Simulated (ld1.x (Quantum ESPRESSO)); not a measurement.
## Before and after: TM potential for boron

ld1.x (Quantum ESPRESSO) 7.5 input, shortened:

```
&input
   title='B', zed=5., rel=0, dft='PBE', iswitch=3,
   config='[He] 2s2 2p0.75 3d-2'
 /
 &inputp
   pseudotype=2, tm=.true., lloc=2,
   nlcc=.true., new_core_ps=.true., rcore=0.70
 /
3
2S  1  0   2.00   0.00  1.00  1.00  0.0
2P  2  1   0.75   0.00  3.65  3.65  0.0
3D  3  2  -2.00   0.35  3.80  3.80  0.0
 &test
   configts(1)='2s2 2p0.75'
 /
```

Change: wave 3d channel at 0.35 Ry: rc 3.80 bohr becomes 3d channel at 0.35 Ry: rc 5.52 bohr.

Cutoffs: the cutoffs (Ry, on a coarse ladder) from which the occupation-weighted sum of valence levels, in a spherical-Bessel basis at the reference potential, stays within 10 and 1 mRy of its value at 400 Ry; they do not see the model core or the augmentation charge, which bear on the density cutoff. Errors are all-electron minus pseudo energies relative to the spin-unpolarised reference configuration.

Question: Predict the effect on cutoff, ghosts and configuration errors.

Answer: The potential gets neither clearly harder nor softer (60 Ry and 140 Ry → 55 Ry and 140 Ry); the errors of the 7 common tests hardly move; neither file shows a bound ghost.

```csv
quantity,base,changed
"cutoff, loose",60 Ry,55 Ry
"cutoff, tight",140 Ry,140 Ry
loose cutoff by channel (10 mRy a level),"s 50 Ry, p 10 Ry","s 45 Ry, p 10 Ry"
bound ghosts,none,none
"error for 2s2 2p1, meV [ΔE -1.16 eV]",+4.8,+5.3
"error for 2s2 2p0, meV [ΔE 7.06 eV]",+119,+124
"error for 2s1 2p0, meV [ΔE 32.47 eV]",+386,+424
"error for 2s0 2p3, meV [ΔE 10.54 eV]",-84,-84
"error for 2s2 2p0.5, meV [ΔE 1.72 eV]",+8.5,+9.1
"error for 2s1 2p1, meV [ΔE 13.19 eV]",-94,-85
"error for 2s1 2p2, meV [ΔE 4.68 eV]",-6.2,-5.9
```
